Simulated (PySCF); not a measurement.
Computed spin Hamiltonian

Species: C₈H₉ (doublet state).
Geometry (GFN2-xTB, Å), atoms numbered from 1 in this order:
```xyz
17
C8H9 angstrom
C     -3.6897    1.2433    0.3204
C     -2.7420    0.3659   -0.0158
C     -1.8667   -0.4488   -0.3264
C     -0.9097   -1.3677   -0.6959
C      0.3857   -1.3337   -0.3023
C      0.9752   -0.2744    0.5696
C      1.9911    0.5119   -0.2083
C      3.2822    0.5401    0.0619
H     -3.4695    2.0889    0.9490
H     -4.7005    1.1290   -0.0319
H     -1.2465   -2.1717   -1.3418
H      1.0674   -2.0954   -0.6527
H      0.1820    0.3915    0.9196
H      1.4623   -0.7362    1.4333
H      1.5936    1.0597   -1.0526
H      3.9767    1.1123   -0.5298
H      3.7014   -0.0025    0.8938
```

The hyperfine couplings belong to this conformer and change with its torsions.

The species is `[CH2]C#C/C=C\CC=C` [radical].

Theory: UKS B3LYP, pcH-1 on C H, non-relativistic, mean-field spin-orbit, GIAO in PySCF. Geometry: GFN2-xTB, one conformer, isolated molecule. Couplings are sensitive to structure, and on GFN2-xTB geometries they can be far from those on DFT ones. Stability of the SCF solution: not tested. ⟨S²⟩ is 0.788 where a pure state has 0.75.

- g1, g2, g3: 2.00218, 2.00285, 2.00310
- g_iso: 2.00271
- Form of g: rhombic: the two nearest values differ by 27 % of g3 − g1
- ⟨S²⟩: 0.7877 (exact 0.7500)
- HOMO–LUMO gap, α and β orbitals: 4.73, 4.38 eV
- Basis functions: 290

Hyperfine couplings atom by atom, in MHz; T1 to T3 are the principal values of the dipolar part; ρ(0) is the spin density at the nucleus:

| atom | isotope | a_iso | T1 | T2 | T3 | Mulliken spin population | ρ(0) (bohr⁻³) |
| --- | --- | --- | --- | --- | --- | --- | --- |
| C1 | 13C | 50.5 | -47.7 | -46.6 | 94.3 | 0.63 | 0.0449 |
| C2 | 13C | -55.8 | -21.4 | -0.1 | 21.5 | -0.24 | -0.0497 |
| C3 | 13C | 43.8 | -40.6 | -28.8 | 69.4 | 0.46 | 0.0389 |
| C4 | 13C | -36.4 | -23.6 | 9.8 | 13.8 | -0.20 | -0.0324 |
| C5 | 13C | 38.4 | -32.7 | -31.2 | 63.9 | 0.42 | 0.0342 |
| C6 | 13C | -11.3 | -0.6 | 0.2 | 0.4 | -0.03 | -0.0101 |
| C7 | 13C | 21.5 | -2.4 | -1.1 | 3.5 | 0.00 | 0.0191 |
| C8 | 13C | 0.9 | -1.3 | -0.8 | 2.1 | 0.02 | 0.0008 |
| H9 | 1H | -42.6 | -21.9 | -0.5 | 22.4 | -0.03 | -0.0095 |
| H10 | 1H | -42.6 | -22.1 | -0.5 | 22.6 | -0.03 | -0.0095 |
| H11 | 1H | 13.5 | -3.6 | -2.1 | 5.7 | 0.01 | 0.0030 |
| H12 | 1H | -26.5 | -15.6 | -0.5 | 16.1 | -0.02 | -0.0059 |
| H13 | 1H | 1.0 | -2.8 | 0.1 | 2.7 | 0.00 | 0.0002 |
| H14 | 1H | 31.4 | -2.2 | -1.5 | 3.7 | 0.01 | 0.0070 |
| H15 | 1H | -0.7 | -1.7 | -1.0 | 2.7 | 0.00 | -0.0002 |
| H16 | 1H | 0.0 | -0.8 | -0.4 | 1.3 | 0.00 | 0.0000 |
| H17 | 1H | -0.8 | -0.6 | -0.4 | 1.0 | 0.00 | -0.0002 |

Largest spin populations (Mulliken): C1 (+0.63), C3 (+0.46), C5 (+0.42) and C2 (-0.24). Three atoms exceed +0.15. The angles at C1 add up to 360.0°, so it is planar.

Axes: g2 points within 15° of the C5–C6 bond and g3 points within 6° of the C1–C2 bond.

Under fast tumbling the dipolar parts average out, and these isotropic splittings remain: 1 × 1H (H9, I = 1/2, 2 lines) with 1.52 mT, 1 × 1H (H10, I = 1/2, 2 lines) with 1.52 mT, 1 × 1H (H12, I = 1/2, 2 lines) with 0.95 mT, 2 × 1H (H13/H14, I = 1/2, 3 lines) with 0.58 mT and 1 × 1H (H11, I = 1/2, 2 lines) with 0.48 mT.

Nuclei that the bonding pattern makes equivalent are averaged, as if the motion that swaps them (rotation, inversion, ring flip) were fast. H9 and H10 aren't averaged: C1 is flat or nearly so (angle sum 360°), and its turn about the short C1–C2 bond (1.33 Å) is taken as slow. The 1H value of +16.2 MHz is a mean of couplings from 1.0 to 31.4 MHz in this one geometry, not an average over conformers.

The 13C coupling of C2 (-55.8 MHz) shows only in satellite lines or after enrichment, since that isotope makes up about 1.07 % of natural carbon.
